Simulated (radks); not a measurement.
Charge is removed step by step from the 4p down level of Cd2+, starting from [Ar] 3d10 4s2 4p(up 3, down 3) 4d10. All-electron calculation, scalar-relativistic Kohn-Sham, SCAN, spin-polarised, spherical densities, finite nucleus; meta-GGA in the generalised Kohn-Sham scheme; Fermi nuclear charge, rms radius 4.6087 fm. Program: a radial shooting solver on a logarithmic mesh with Libxc functionals.

[
 {"removed (e)": "0", "E - E(0) (eV)": "0.000", "eigenvalue (eV)": "-87.974", "E minus straight line (eV)": "0.000"},
 {"removed (e)": "0.1", "E - E(0) (eV)": "8.889", "eigenvalue (eV)": "-89.606", "E minus straight line (eV)": "-0.741"},
 {"removed (e)": "0.2", "E - E(0) (eV)": "17.905", "eigenvalue (eV)": "-91.252", "E minus straight line (eV)": "-1.355"},
 {"removed (e)": "0.3", "E - E(0) (eV)": "27.112", "eigenvalue (eV)": "-92.912", "E minus straight line (eV)": "-1.778"},
 {"removed (e)": "0.4", "E - E(0) (eV)": "36.491", "eigenvalue (eV)": "-94.585", "E minus straight line (eV)": "-2.029"},
 {"removed (e)": "0.5", "E - E(0) (eV)": "46.027", "eigenvalue (eV)": "-96.270", "E minus straight line (eV)": "-2.123"},
 {"removed (e)": "0.6", "E - E(0) (eV)": "55.734", "eigenvalue (eV)": "-97.967", "E minus straight line (eV)": "-2.047"},
 {"removed (e)": "0.7", "E - E(0) (eV)": "65.629", "eigenvalue (eV)": "-99.675", "E minus straight line (eV)": "-1.782"},
 {"removed (e)": "0.8", "E - E(0) (eV)": "75.679", "eigenvalue (eV)": "-101.39", "E minus straight line (eV)": "-1.362"},
 {"removed (e)": "0.9", "E - E(0) (eV)": "85.906", "eigenvalue (eV)": "-103.12", "E minus straight line (eV)": "-0.766"},
 {"removed (e)": "1", "E - E(0) (eV)": "96.302", "eigenvalue (eV)": "-104.85", "E minus straight line (eV)": "0.000"}
]

Removing the whole electron costs 96.302 eV by Delta-SCF, against 87.974 eV from minus the eigenvalue at the starting occupation. Slater's transition state (half an electron removed) gives 96.270 eV. Integrating minus the eigenvalue over the occupation (Janak's theorem) gives 96.318 eV. In this scalar-relativistic scheme the density is built from large components alone, so the theorem holds only approximately. The mean slope of the eigenvalue, de/dn, is 16.9 eV per electron.
